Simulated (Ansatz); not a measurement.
A short molecular-dynamics run on F2H2S2Si (`F[Si](F)(S)S`).

```yaml
crystal:
  periodic: [false, false, false]
  atoms:
    - {symbol: F, position_ang: [0.824430, -1.487559, 1.053177]}
    - {symbol: Si, position_ang: [0.178552, -0.419452, 0.080561]}
    - {symbol: F, position_ang: [-0.855631, -1.226506, -0.808872]}
    - {symbol: S, position_ang: [-0.869891, 1.095100, 1.097648]}
    - {symbol: S, position_ang: [1.782386, 0.378262, -1.016799]}
    - {symbol: H, position_ang: [-1.983666, 0.349107, 1.217054]}
    - {symbol: H, position_ang: [0.985118, 1.243047, -1.668470]}
basis:
  gaussian: {orbitals: def2-SVP}
hamiltonian: {xc: {name: r2SCAN}}
md: {timestep: 1 fs, n_steps: 30, ensemble: nvt_langevin, temperature: 500, initial_velocities: maxwell_boltzmann, friction: 0.01, seed: 577}
```

```sh
$ ansatz run in.yaml --threads 4 --pin off --events-out ev --progress --plain --max-ram 10444MiB
```

```
step  time (fs)  potential energy (eV)  kinetic (eV)  T (K)  conserved (eV)
   0        0.0            -35001.8342        0.3878    429               –
   1        1.0            -35001.8328        0.3919    433               –
   2        2.0            -35001.8082        0.3685    407               –
   3        3.0            -35001.7706        0.3273    362               –
   4        4.0            -35001.7347        0.2890    319               –
   5        5.0            -35001.7134        0.2842    314               –
   6        6.0            -35001.7031        0.2857    316               –
   7        7.0            -35001.6925        0.2518    278               –
   8        8.0            -35001.6758        0.2256    249               –
   9        9.0            -35001.6537        0.1974    218               –
  10       10.0            -35001.6299        0.1656    183               –
  11       11.0            -35001.6110        0.1710    189               –
  12       12.0            -35001.6041        0.1934    214               –
  13       13.0            -35001.6125        0.1883    208               –
  14       14.0            -35001.6267        0.1902    210               –
  15       15.0            -35001.6350        0.2214    245               –
  16       16.0            -35001.6401        0.2156    238               –
  17       17.0            -35001.6510        0.2515    278               –
  18       18.0            -35001.6700        0.3297    364               –
  19       19.0            -35001.6903        0.3675    406               –
  20       20.0            -35001.7051        0.4213    466               –
  21       21.0            -35001.7093        0.4492    496               –
  22       22.0            -35001.7035        0.4556    504               –
  23       23.0            -35001.6901        0.4718    521               –
  24       24.0            -35001.6648        0.4554    503               –
  25       25.0            -35001.6293        0.3817    422               –
  26       26.0            -35001.5887        0.3520    389               –
  27       27.0            -35001.5480        0.3297    364               –
  28       28.0            -35001.5188        0.2956    327               –
  29       29.0            -35001.4944        0.2756    305               –
  30       30.0            -35001.4706        0.2585    286               –
```

Velocities are drawn at the set temperature; a run this short doesn't reach equilibrium.

Frames (Å, forces in eV/Å):

```xyz
7
time=0.0 fs
F     0.824   -1.488    1.053    0.452   -0.755    0.704
Si    0.179   -0.419    0.081    0.302    1.021   -0.037
F    -0.856   -1.227   -0.809   -0.771   -0.554   -0.631
S    -0.870    1.095    1.098    0.056    0.276    0.075
S     1.782    0.378   -1.017    0.254   -0.029   -0.015
H    -1.984    0.349    1.217   -0.189   -0.110    0.019
H     0.985    1.243   -1.668   -0.104    0.151   -0.114
7
time=1.0 fs
F     0.830   -1.489    1.052    0.413   -0.733    0.660
Si    0.181   -0.422    0.078    0.128    0.953    0.091
F    -0.858   -1.223   -0.813   -0.711   -0.548   -0.607
S    -0.870    1.095    1.100   -0.265    0.073    0.117
S     1.782    0.377   -1.016   -0.003    0.260   -0.211
H    -2.022    0.381    1.259    0.279    0.073   -0.089
H     0.955    1.244   -1.658    0.159   -0.077    0.039
7
time=2.0 fs
F     0.835   -1.491    1.051    0.373   -0.709    0.614
Si    0.184   -0.425    0.075   -0.032    0.890    0.228
F    -0.860   -1.219   -0.818   -0.662   -0.550   -0.589
S    -0.870    1.096    1.103   -0.579   -0.102    0.177
S     1.782    0.376   -1.015   -0.211    0.494   -0.364
H    -2.058    0.411    1.301    0.731    0.224   -0.213
H     0.926    1.244   -1.645    0.380   -0.248    0.146
7
time=3.0 fs
F     0.840   -1.494    1.050    0.315   -0.657    0.544
Si    0.187   -0.428    0.072   -0.140    0.799    0.395
F    -0.862   -1.215   -0.823   -0.627   -0.558   -0.581
S    -0.871    1.095    1.106   -0.840   -0.214    0.246
S     1.781    0.376   -1.014   -0.319    0.611   -0.427
H    -2.090    0.440    1.339    1.113    0.318   -0.338
H     0.900    1.239   -1.628    0.499   -0.299    0.162
7
time=4.0 fs
F     0.845   -1.498    1.050    0.243   -0.582    0.454
Si    0.188   -0.430    0.069   -0.215    0.676    0.569
F    -0.863   -1.212   -0.827   -0.586   -0.558   -0.567
S    -0.871    1.094    1.109   -0.966   -0.233    0.297
S     1.781    0.375   -1.013   -0.340    0.620   -0.412
H    -2.114    0.470    1.374    1.345    0.323   -0.443
H     0.879    1.229   -1.607    0.518   -0.247    0.103
7
time=5.0 fs
F     0.850   -1.501    1.050    0.162   -0.488    0.346
Si    0.190   -0.433    0.066   -0.299    0.525    0.740
F    -0.866   -1.211   -0.832   -0.523   -0.537   -0.531
S    -0.872    1.092    1.113   -0.904   -0.164    0.305
S     1.779    0.375   -1.013   -0.242    0.526   -0.333
H    -2.126    0.503    1.404    1.382    0.233   -0.505
H     0.865    1.215   -1.587    0.424   -0.095   -0.021
7
time=6.0 fs
F     0.855   -1.506    1.051    0.068   -0.370    0.218
Si    0.191   -0.435    0.063   -0.378    0.344    0.911
F    -0.868   -1.210   -0.838   -0.444   -0.499   -0.477
S    -0.873    1.090    1.118   -0.663   -0.023    0.261
S     1.778    0.375   -1.012   -0.049    0.351   -0.205
H    -2.128    0.538    1.430    1.231    0.065   -0.517
H     0.855    1.198   -1.569    0.235    0.134   -0.191
7
time=7.0 fs
F     0.860   -1.510    1.053   -0.021   -0.262    0.103
Si    0.193   -0.438    0.062   -0.457    0.170    1.039
F    -0.871   -1.210   -0.843   -0.349   -0.447   -0.405
S    -0.874    1.089    1.123   -0.267    0.164    0.167
S     1.776    0.375   -1.013    0.193    0.127   -0.047
H    -2.121    0.573    1.447    0.914   -0.154   -0.472
H     0.848    1.177   -1.555   -0.012    0.401   -0.384
7
time=8.0 fs
F     0.866   -1.514    1.054   -0.104   -0.162    0.003
Si    0.194   -0.441    0.061   -0.532    0.016    1.120
F    -0.873   -1.211   -0.848   -0.243   -0.382   -0.319
S    -0.874    1.087    1.127    0.261    0.377    0.028
S     1.775    0.375   -1.013    0.348   -0.027    0.066
H    -2.109    0.607    1.458    0.453   -0.404   -0.378
H     0.839    1.156   -1.548   -0.184    0.583   -0.520
7
time=9.0 fs
F     0.871   -1.519    1.056   -0.183   -0.067   -0.093
Si    0.195   -0.444    0.061   -0.586   -0.109    1.172
F    -0.875   -1.212   -0.853   -0.142   -0.320   -0.230
S    -0.875    1.086    1.132    0.836    0.574   -0.132
S     1.774    0.375   -1.013    0.339   -0.045    0.091
H    -2.096    0.637    1.466   -0.064   -0.646   -0.257
H     0.827    1.142   -1.546   -0.199    0.613   -0.550
7
time=10.0 fs
F     0.877   -1.523    1.057   -0.248    0.001   -0.163
Si    0.195   -0.447    0.062   -0.640   -0.187    1.175
F    -0.877   -1.212   -0.858   -0.044   -0.262   -0.136
S    -0.875    1.086    1.136    1.408    0.743   -0.298
S     1.773    0.375   -1.013    0.209    0.034    0.044
H    -2.082    0.659    1.469   -0.594   -0.862   -0.122
H     0.812    1.133   -1.549   -0.091    0.532   -0.499
7
time=11.0 fs
F     0.882   -1.527    1.060   -0.303    0.053   -0.221
Si    0.196   -0.451    0.063   -0.721   -0.248    1.129
F    -0.879   -1.213   -0.864    0.078   -0.190   -0.018
S    -0.875    1.086    1.140    1.785    0.824   -0.412
S     1.773    0.375   -1.012   -0.058    0.220   -0.087
H    -2.075    0.673    1.470   -0.939   -0.992   -0.033
H     0.795    1.128   -1.558    0.158    0.332   -0.357
7
time=12.0 fs
F     0.887   -1.532    1.063   -0.358    0.112   -0.291
Si    0.197   -0.455    0.065   -0.816   -0.301    1.079
F    -0.882   -1.213   -0.870    0.209   -0.117    0.108
S    -0.875    1.086    1.143    1.810    0.768   -0.432
S     1.773    0.375   -1.012   -0.333    0.413   -0.236
H    -2.078    0.678    1.471   -0.936   -0.990   -0.037
H     0.780    1.124   -1.572    0.425    0.114   -0.191
7
time=13.0 fs
F     0.892   -1.536    1.066   -0.414    0.176   -0.367
Si    0.199   -0.460    0.066   -0.890   -0.329    1.034
F    -0.885   -1.214   -0.875    0.324   -0.058    0.221
S    -0.875    1.085    1.146    1.498    0.588   -0.366
S     1.772    0.375   -1.011   -0.529    0.549   -0.356
H    -2.090    0.672    1.471   -0.607   -0.867   -0.122
H     0.773    1.123   -1.592    0.618   -0.060   -0.045
7
time=14.0 fs
F     0.897   -1.541    1.069   -0.466    0.244   -0.440
Si    0.199   -0.463    0.069   -0.948   -0.347    0.983
F    -0.887   -1.215   -0.880    0.423   -0.006    0.325
S    -0.875    1.086    1.150    0.977    0.328   -0.251
S     1.772    0.376   -1.010   -0.612    0.607   -0.424
H    -2.108    0.659    1.469   -0.079   -0.662   -0.250
H     0.776    1.122   -1.613    0.704   -0.164    0.058
7
time=15.0 fs
F     0.902   -1.547    1.072   -0.516    0.311   -0.507
Si    0.200   -0.467    0.072   -0.989   -0.359    0.910
F    -0.888   -1.216   -0.885    0.518    0.050    0.432
S    -0.875    1.087    1.153    0.462    0.056   -0.148
S     1.771    0.378   -1.008   -0.610    0.596   -0.437
H    -2.128    0.644    1.463    0.433   -0.449   -0.362
H     0.785    1.122   -1.631    0.701   -0.203    0.112
7
time=16.0 fs
F     0.907   -1.551    1.075   -0.560    0.362   -0.561
Si    0.200   -0.471    0.075   -1.010   -0.339    0.829
F    -0.889   -1.217   -0.889    0.600    0.100    0.533
S    -0.874    1.088    1.157    0.085   -0.189   -0.097
S     1.771    0.380   -1.005   -0.538    0.526   -0.398
H    -2.143    0.626    1.453    0.799   -0.272   -0.423
H     0.799    1.123   -1.645    0.624   -0.188    0.116
7
time=17.0 fs
F     0.911   -1.555    1.078   -0.600    0.403   -0.611
Si    0.199   -0.475    0.079   -0.991   -0.276    0.764
F    -0.890   -1.218   -0.893    0.651    0.129    0.613
S    -0.873    1.090    1.161   -0.126   -0.394   -0.099
S     1.770    0.382   -1.003   -0.383    0.390   -0.301
H    -2.148    0.604    1.440    0.986   -0.141   -0.431
H     0.820    1.124   -1.657    0.463   -0.112    0.066
7
time=18.0 fs
F     0.914   -1.559    1.082   -0.636    0.434   -0.657
Si    0.198   -0.480    0.082   -0.946   -0.163    0.688
F    -0.891   -1.218   -0.898    0.694    0.148    0.687
S    -0.872    1.091    1.166   -0.174   -0.564   -0.149
S     1.770    0.386   -1.000   -0.182    0.198   -0.159
H    -2.141    0.577    1.422    0.996   -0.055   -0.391
H     0.845    1.123   -1.673    0.248    0.001   -0.019
7
time=19.0 fs
F     0.917   -1.563    1.086   -0.664    0.456   -0.698
Si    0.196   -0.486    0.084   -0.892   -0.013    0.612
F    -0.893   -1.218   -0.902    0.731    0.162    0.754
S    -0.870    1.093    1.169   -0.086   -0.705   -0.233
S     1.769    0.389   -0.997    0.086   -0.056    0.042
H    -2.123    0.544    1.403    0.858   -0.010   -0.317
H     0.875    1.118   -1.692   -0.033    0.167   -0.160
7
time=20.0 fs
F     0.919   -1.567    1.089   -0.693    0.483   -0.737
Si    0.195   -0.492    0.087   -0.820    0.146    0.533
F    -0.895   -1.219   -0.905    0.757    0.169    0.813
S    -0.870    1.095    1.172    0.130   -0.791   -0.335
S     1.768    0.394   -0.994    0.355   -0.311    0.255
H    -2.096    0.508    1.381    0.579   -0.022   -0.218
H     0.908    1.114   -1.714   -0.308    0.326   -0.312
7
time=21.0 fs
F     0.922   -1.571    1.092   -0.722    0.513   -0.776
Si    0.193   -0.496    0.091   -0.742    0.298    0.433
F    -0.896   -1.219   -0.908    0.784    0.180    0.878
S    -0.870    1.096    1.175    0.394   -0.832   -0.435
S     1.767    0.399   -0.990    0.519   -0.473    0.393
H    -2.066    0.470    1.353    0.238   -0.075   -0.110
H     0.939    1.111   -1.744   -0.471    0.388   -0.382
7
time=22.0 fs
F     0.924   -1.574    1.096   -0.737    0.523   -0.795
Si    0.192   -0.501    0.095   -0.675    0.469    0.290
F    -0.898   -1.219   -0.911    0.821    0.195    0.953
S    -0.869    1.098    1.177    0.596   -0.882   -0.511
S     1.767    0.405   -0.987    0.532   -0.511    0.404
H    -2.035    0.432    1.322   -0.051   -0.116   -0.019
H     0.966    1.110   -1.778   -0.486    0.321   -0.322
7
time=23.0 fs
F     0.925   -1.577    1.100   -0.737    0.503   -0.784
Si    0.190   -0.507    0.100   -0.569    0.680    0.121
F    -0.898   -1.219   -0.913    0.828    0.194    1.008
S    -0.868    1.099    1.179    0.778   -0.913   -0.567
S     1.767    0.410   -0.984    0.405   -0.437    0.287
H    -2.003    0.394    1.291   -0.332   -0.168    0.061
H     0.988    1.113   -1.815   -0.373    0.142   -0.126
7
time=24.0 fs
F     0.926   -1.580    1.102   -0.741    0.481   -0.766
Si    0.186   -0.513    0.105   -0.402    0.894   -0.034
F    -0.897   -1.220   -0.915    0.794    0.171    1.033
S    -0.866    1.099    1.180    0.920   -0.928   -0.599
S     1.766    0.415   -0.981    0.208   -0.300    0.083
H    -1.971    0.357    1.263   -0.581   -0.222    0.127
H     1.007    1.114   -1.855   -0.198   -0.095    0.156
7
time=25.0 fs
F     0.928   -1.582    1.106   -0.740    0.452   -0.739
Si    0.183   -0.518    0.111   -0.230    1.088   -0.192
F    -0.895   -1.221   -0.916    0.755    0.147    1.053
S    -0.864    1.099    1.180    0.940   -0.990   -0.608
S     1.766    0.420   -0.978    0.034   -0.178   -0.118
H    -1.941    0.321    1.239   -0.713   -0.216    0.178
H     1.023    1.113   -1.893   -0.046   -0.303    0.427
7
time=26.0 fs
F     0.928   -1.584    1.109   -0.738    0.423   -0.713
Si    0.180   -0.522    0.116   -0.052    1.255   -0.329
F    -0.892   -1.222   -0.917    0.708    0.122    1.061
S    -0.861    1.100    1.180    0.811   -1.136   -0.600
S     1.766    0.424   -0.974   -0.129   -0.065   -0.326
H    -1.917    0.285    1.214   -0.695   -0.109    0.214
H     1.035    1.112   -1.925    0.096   -0.490    0.692
7
time=27.0 fs
F     0.927   -1.586    1.112   -0.735    0.392   -0.687
Si    0.177   -0.527    0.121    0.133    1.413   -0.438
F    -0.889   -1.223   -0.918    0.651    0.087    1.052
S    -0.857    1.099    1.180    0.586   -1.346   -0.590
S     1.766    0.429   -0.971   -0.225   -0.021   -0.448
H    -1.898    0.251    1.188   -0.578    0.073    0.247
H     1.046    1.109   -1.950    0.168   -0.598    0.863
7
time=28.0 fs
F     0.926   -1.588    1.115   -0.720    0.347   -0.651
Si    0.174   -0.531    0.126    0.312    1.577   -0.528
F    -0.885   -1.222   -0.919    0.579    0.040    1.023
S    -0.854    1.097    1.180    0.335   -1.576   -0.581
S     1.765    0.434   -0.967   -0.178   -0.111   -0.374
H    -1.882    0.218    1.164   -0.426    0.286    0.283
H     1.059    1.098   -1.962    0.099   -0.563    0.828
7
time=29.0 fs
F     0.923   -1.589    1.117   -0.703    0.298   -0.612
Si    0.172   -0.535    0.130    0.493    1.736   -0.576
F    -0.880   -1.221   -0.919    0.487   -0.023    0.965
S    -0.850    1.095    1.179    0.083   -1.799   -0.576
S     1.764    0.438   -0.963   -0.049   -0.262   -0.195
H    -1.869    0.188    1.142   -0.267    0.504    0.320
H     1.074    1.086   -1.965   -0.044   -0.454    0.674
7
time=30.0 fs
F     0.921   -1.591    1.119   -0.689    0.260   -0.584
Si    0.169   -0.539    0.132    0.671    1.861   -0.588
F    -0.876   -1.220   -0.920    0.388   -0.091    0.891
S    -0.846    1.093    1.178   -0.116   -1.960   -0.570
S     1.764    0.442   -0.958    0.132   -0.443    0.052
H    -1.857    0.163    1.122   -0.157    0.676    0.359
H     1.091    1.071   -1.965   -0.229   -0.303    0.441
```

Hardware: 4 threads of an Arm Neoverse V2 on a shared host. Wall time 45 s, peak host memory 0.41 GiB.
